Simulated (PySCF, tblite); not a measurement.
C₂H₉AlO₂Si₂.
Numbering: `[AlH2:1][CH:2]=[C:3]([O:4][SiH3:5])[O:6][SiH3:7]` (hydrogens: H8, H9 on Al1; H10 on C2; H11, H12, H13 on Si5; H14, H15, H16 on Si7)

Cartesian coordinates in Å at the GFN2-xTB level; atoms count from 1:
```xyz
16
C2H9AlO2Si2 angstrom
Al     2.573   -0.042    1.010
C      1.276   -1.060   -0.105
C      0.238   -0.226   -0.037
O     -0.992   -0.298   -0.573
Si    -1.646   -1.468   -1.516
O      0.420    0.901    0.691
Si    -0.812    1.998    0.836
H      3.941   -0.730    1.151
H      2.572    1.297    1.792
H      1.163   -1.972   -0.679
H     -1.658   -2.739   -0.792
H     -0.872   -1.599   -2.751
H     -2.965   -0.887   -1.708
H     -1.160    2.506   -0.491
H     -0.133    2.974    1.675
H     -1.952    1.355    1.487
```

Jobs on this species (16 atoms, 78 electrons) with PySCF (density fitting) and tblite. Hardware of each: one thread, Arm Neoverse V1 (aarch64), on a shared host. Times come from a shared host and carry two figures at best.

```csv
level and settings,work,basis functions,SCF cycles,wall time
PBE0/pcSseg-1,"shieldings, charges and field gradients, density and orbital grids written",185,?,?
GFN2-xTB,Hessian by finite differences,–,–,0.66 s
GFN2-xTB,L-BFGS relaxation,–,–,0.65 s
```

Question: Fill in the missing figures.

Answer: 
- PBE0/pcSseg-1; shieldings, charges and field gradients, density and orbital grids written: 60 s, 13 SCF cycles

Question: What do all jobs in the table cost together?

Answer: About 61 s; the longest takes about 98 % of that, and about 92 times as long as the shortest.
